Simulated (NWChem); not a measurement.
System: CaClF; SMILES [F][Ca][Cl]

Parts of the log:

```
             Northwest Computational Chemistry Package (NWChem) 7.3.0
             --------------------------------------------------------

                             Geometry "geometry" -> ""
                             -------------------------

 Output coordinates in angstroms (scale by  1.889725989 to convert to a.u.)

  No.       Tag          Charge          X              Y              Z
 ---- ---------------- ---------- -------------- -------------- --------------
    1 Ca                  20.0000     0.14782300     0.47288000     0.00000000
    2 F                    9.0000    -0.65226700     2.25701700     0.00000000
    3 Cl                  17.0000     0.00907400    -1.98849200     0.00000000

 Effective nuclear repulsion energy (a.u.)     140.5391174922

                              NWChem Property Module
                              ----------------------

  itol2e modified to match energy
  convergence criterion.

                                 NWChem DFT Module
                                 -----------------

 Summary of "ao basis" -> "ao basis" (spherical)
 ------------------------------------------------------------------------------
       Tag                 Description            Shells   Functions and Types
 ---------------- ------------------------------  ------  ---------------------
 Ca                         6-311g**                17       39   8s7p2d
 F                          6-311g**                 8       18   4s3p1d
 Cl                         6-311g**                12       26   6s5p1d

  itol2e modified to match energy
  convergence criterion.

            General Information
            -------------------
          SCF calculation type: DFT
          Wavefunction type:  closed shell.
          No. of atoms     :     3
          No. of electrons :    46
           Alpha electrons :    23
            Beta electrons :    23
          Charge           :     0
          Spin multiplicity:     1
          Use of symmetry is: off; symmetry adaption is: off
          Maximum number of iterations: 150
          AO basis - number of functions:    83
                     number of shells:    37
          Convergence on energy requested:  1.00D-07
          Convergence on density requested:  1.00D-05
          Convergence on gradient requested:  5.00D-04

              XC Information
              --------------
                         B3LYP Method XC Potential
                     Hartree-Fock (Exact) Exchange  0.200
                        Slater Exchange Functional  0.800 local
                    Becke 1988 Exchange Functional  0.720 non-local
              Lee-Yang-Parr Correlation Functional  0.810
                  VWN I RPA Correlation Functional  0.190 local

             Grid Information
             ----------------
          Grid used for XC integration:  fine
          Radial quadrature: Mura-Knowles
          Angular quadrature: Lebedev.
          Tag              B.-S. Rad. Rad. Pts. Rad. Cut. Ang. Pts.
          ---              ---------- --------- --------- ---------
          Ca                  1.80      140          13.0       974
          F                   0.50       70          11.0       590
          Cl                  1.00      123          12.0       770
          Grid pruning is: on
          Number of quadrature shells:   333
          Spatial weights used:  Erf1

      Superposition of Atomic Density Guess
      -------------------------------------

 Sum of atomic energies:       -1235.62255872

      Non-variational initial energy
      ------------------------------

 Total energy =   -1235.563897
 1-e energy   =   -1980.378077
 2-e energy   =     604.275063
 HOMO         =      -0.469821
 LUMO         =      -0.124560

   convergence    iter        energy       DeltaE   RMS-Dens  Diis-err
 ---------------- ----- ----------------- --------- --------- ---------
 d= 0,ls=0.0,diis     1  -1237.7303527972 -1.38D+03  1.92D-02  2.71D+00
 d= 0,ls=0.0,diis     2  -1237.1756568188  5.55D-01  1.45D-02  7.98D+00
 d= 0,ls=0.0,diis     3  -1237.8365601780 -6.61D-01  3.36D-03  3.26D-01
 d= 0,ls=0.0,diis     4  -1237.8592191026 -2.27D-02  1.82D-03  3.05D-02
 d= 0,ls=0.0,diis     5  -1237.8623763397 -3.16D-03  4.79D-04  3.02D-03
  Resetting Diis
 d= 0,ls=0.0,diis     6  -1237.8627249780 -3.49D-04  3.80D-05  9.44D-05
 d= 0,ls=0.0,diis     7  -1237.8627322444 -7.27D-06  2.23D-05  3.11D-06
 d= 0,ls=0.0,diis     8  -1237.8627318770  3.67D-07  1.33D-05  8.47D-06
 d= 0,ls=0.0,diis     9  -1237.8627325304 -6.53D-07  1.85D-06  1.47D-07
 d= 0,ls=0.0,diis    10  -1237.8627325398 -9.46D-09  4.65D-07  4.11D-09

         Total DFT energy =    -1237.862732539817
      One electron energy =    -1985.874792967932
           Coulomb energy =      682.534220967692
    Exchange-Corr. energy =      -75.061278031756
 Nuclear repulsion energy =      140.539117492179

 Numeric. integr. density =       46.000000488846

                       DFT Final Molecular Orbital Analysis
                       ------------------------------------

 Vector   21  Occ=2.000000D+00  E=-2.968748D-01
              MO Center= -7.0D-02, -1.5D+00, -4.9D-10, r^2= 3.1D+00
   Bfn.  Coefficient  Atom+Function         Bfn.  Coefficient  Atom+Function
  ----- ------------  ---------------      ----- ------------  ---------------
    74      0.516555  3 Cl py                65     -0.314138  3 Cl py
    77      0.314110  3 Cl py                71      0.229665  3 Cl py
    19      0.157827  1 Ca py                50     -0.128551  2 F  px
    46     -0.110572  2 F  px                51      0.107335  2 F  py
    47      0.099652  2 F  py                 7      0.086692  1 Ca s

 Vector   22  Occ=2.000000D+00  E=-2.857388D-01
              MO Center=  9.9D-03, -1.9D+00,  1.0D-09, r^2= 1.5D+00
   Bfn.  Coefficient  Atom+Function         Bfn.  Coefficient  Atom+Function
  ----- ------------  ---------------      ----- ------------  ---------------
    75      0.536077  3 Cl pz                78      0.376453  3 Cl pz
    66     -0.331624  3 Cl pz                72      0.245227  3 Cl pz
    69     -0.081203  3 Cl pz                36     -0.071469  1 Ca d -1
    26      0.051749  1 Ca pz                20     -0.050093  1 Ca pz
    31     -0.038839  1 Ca d -1              52      0.035721  2 F  pz

 Vector   23  Occ=2.000000D+00  E=-2.849378D-01
              MO Center=  3.3D-03, -1.9D+00,  5.3D-10, r^2= 1.7D+00
   Bfn.  Coefficient  Atom+Function         Bfn.  Coefficient  Atom+Function
  ----- ------------  ---------------      ----- ------------  ---------------
    73      0.533952  3 Cl px                76      0.375720  3 Cl px
    64     -0.330455  3 Cl px                70      0.244515  3 Cl px
    67     -0.080928  3 Cl px                51      0.072281  2 F  py
    35     -0.065392  1 Ca d -2              47      0.054004  2 F  py
    18     -0.051681  1 Ca px                24      0.046130  1 Ca px

 Vector   24  Occ=0.000000D+00  E=-8.508207D-02
              MO Center=  8.2D-01,  5.5D-01,  1.4D-09, r^2= 5.3D+00
   Bfn.  Coefficient  Atom+Function         Bfn.  Coefficient  Atom+Function
  ----- ------------  ---------------      ----- ------------  ---------------
     7      0.572025  1 Ca s                  8      0.539531  1 Ca s
     6     -0.329817  1 Ca s                 24      0.204937  1 Ca px
    63     -0.204605  3 Cl s                 39      0.192601  1 Ca d  2
     5     -0.163731  1 Ca s                 37      0.120372  1 Ca d  0
    34      0.111247  1 Ca d  2               4      0.108862  1 Ca s

 Vector   25  Occ=0.000000D+00  E=-1.481345D-02
              MO Center=  2.7D-01,  5.7D-01, -3.6D-10, r^2= 1.2D+01
   Bfn.  Coefficient  Atom+Function         Bfn.  Coefficient  Atom+Function
  ----- ------------  ---------------      ----- ------------  ---------------
    29      0.623585  1 Ca pz                26      0.473031  1 Ca pz
    38     -0.228897  1 Ca d  1              78     -0.146226  3 Cl pz
    33     -0.143044  1 Ca d  1              20     -0.135514  1 Ca pz
    75     -0.089238  3 Cl pz                52     -0.084022  2 F  pz
    66      0.057361  3 Cl pz                14      0.054503  1 Ca pz

 Vector   26  Occ=0.000000D+00  E=-9.298839D-03
              MO Center= -1.4D-01,  4.9D-01, -1.0D-09, r^2= 1.1D+01
   Bfn.  Coefficient  Atom+Function         Bfn.  Coefficient  Atom+Function
  ----- ------------  ---------------      ----- ------------  ---------------
    27      0.610724  1 Ca px                24      0.381289  1 Ca px
    37     -0.306583  1 Ca d  0              32     -0.192221  1 Ca d  0
    28      0.187501  1 Ca py                 7     -0.144645  1 Ca s
    63      0.125522  3 Cl s                 76     -0.125454  3 Cl px
    18     -0.110791  1 Ca px                 8     -0.099356  1 Ca s

     Multipole analysis of the density
     ---------------------------------

     L   x y z        total         alpha         beta         nuclear
     -   - - -        -----         -----         ----         -------
     0   0 0 0     -0.000000    -23.000000    -23.000000     46.000000

     1   1 0 0      1.204908      3.209978      3.209978     -5.215048
     1   0 1 0      1.094783      4.358601      4.358601     -7.622420
     1   0 0 1     -0.000000     -0.000000     -0.000000      0.000000

     2   2 0 0    -23.039343    -19.139435    -19.139435     15.239527
     2   1 1 0      4.055263     23.736648     23.736648    -43.418033
     2   1 0 1      0.000000      0.000000      0.000000      0.000000
     2   0 2 0    -41.835248   -230.787554   -230.787554    419.739860
     2   0 1 1     -0.000000     -0.000000     -0.000000      0.000000
     2   0 0 2    -22.152566    -11.076283    -11.076283      0.000000

          -----------------------------------------
          Chemical Shielding Tensors (GIAO, in ppm)
          -----------------------------------------

                                NWChem CPHF Module
                                ------------------

  scftype          =     RHF
  nclosed          =       23
  nopen            =        0
  variables        =     1380
  # of vectors     =        3
  tolerance        = 0.10D-03
  level shift      = 0.00D+00
  max iterations   =       50
  max subspace     =       30

 SCF residual:    2.2816867829462541E-005

Iterative solution of linear equations
  No. of variables     1380
  No. of equations        3
  Maximum subspace       30
        Iterations       50
       Convergence  1.0D-04

   iter   nsub   residual    time
   ----  ------  --------  ---------
     1      3    4.40D-01      26.4
     2      6    9.58D-03      31.1
     3      9    3.89D-04      35.9
     4     12    1.63D-05      40.6

      Atom:    1  Ca
        Diamagnetic
   1415.6132     -1.2154     -0.0000
     -1.2154   1425.7119     -0.0000
     -0.0000     -0.0000   1414.6915

        Paramagnetic
   -514.6885    -74.7876      0.0000
    -74.7876    -39.0119      0.0000
      0.0000      0.0000   -559.1400

        Total Shielding Tensor
    900.9247    -76.0030      0.0000
    -76.0030   1386.7000      0.0000
      0.0000      0.0000    855.5515

           isotropic =    1047.7254
          anisotropy =     525.8823

          Principal Components and Axis System
                 1           2           3
             1398.3136    889.3112    855.5515

      1        -0.1511      0.9885     -0.0000
      2         0.9885      0.1511     -0.0000
      3         0.0000      0.0000      1.0000

      Atom:    2  F
        Diamagnetic
    470.1881     -7.7456      0.0000
     -7.7456    483.7923     -0.0000
      0.0000     -0.0000    466.5884

        Paramagnetic
   -521.5174   -223.8900      0.0000
   -223.8900   -108.7712      0.0000
      0.0000      0.0000   -604.1297

        Total Shielding Tensor
    -51.3293   -231.6355      0.0000
   -231.6355    375.0211      0.0000
      0.0000      0.0000   -137.5413

           isotropic =      62.0502
          anisotropy =     621.8928

          Principal Components and Axis System
                 1           2           3
              476.6453   -152.9536   -137.5413

      1        -0.4018      0.9157      0.0000
      2         0.9157      0.4018      0.0000
      3         0.0000     -0.0000      1.0000

      Atom:    3  Cl
        Diamagnetic
   1146.2752      0.3964     -0.0000
      0.3964   1151.9695     -0.0000
     -0.0000     -0.0000   1146.2793

        Paramagnetic
   -399.2777     11.2030      0.0000
     11.2030     -7.0147      0.0000
      0.0000      0.0000   -376.6047

        Total Shielding Tensor
    746.9975     11.5994      0.0000
     11.5994   1144.9548      0.0000
      0.0000      0.0000    769.6746

           isotropic =     887.2090
          anisotropy =     387.1255

          Principal Components and Axis System
                 1           2           3
             1145.2926    769.6746    746.6597

      1         0.0291      0.0000      0.9996
      2         0.9996     -0.0000     -0.0291
      3         0.0000      1.0000     -0.0000
```

Level: B3LYP/6-311G** (spherical d), GIAO. The geometry was optimised at PBE0/def2-SVP. B3LYP is NWChem's, with the RPA form of VWN correlation. The printed shielding anisotropy is the first printed principal value minus the mean of the other two.

### Question
Which NWChem input produces such a log?

### Answer
Several could match; the one computed here: the input that was run:
```
start job
memory heap 200 mb stack 900 mb global 1100 mb
geometry units angstroms noautosym nocenter noautoz
  Ca     0.147823     0.472880     0.000000
  F     -0.652267     2.257017     0.000000
  Cl     0.009074    -1.988492     0.000000
end
basis spherical
  * library 6-311g**
end
dft
  xc b3lyp
  iterations 150
end
property
  shielding
end
task dft property
```
